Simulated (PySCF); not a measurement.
Vertical excitations of a molecule C3H7O, multiplicity 2 from TDA-B3LYP/def2-SVPD run with PySCF, as energy in eV (oscillator strength): 0.48 (0.000), 4.16 (0.001), 4.74 (0.001), 4.90 (0.034), 5.70 (0.001), 6.51 (0.012), 6.63 (0.000), 6.72 (0.005), 7.16 (0.014), 7.58 (0.023). Geometry: PBE-D3(BJ)/def2-SVP. One conformer was computed; it need not be the lowest.

Question: Which structure fits?
A. [CH2]COC
B. CC(C)[O]
C. C[CH]CO
D. C[C](C)O

Answer: B, CC(C)[O]
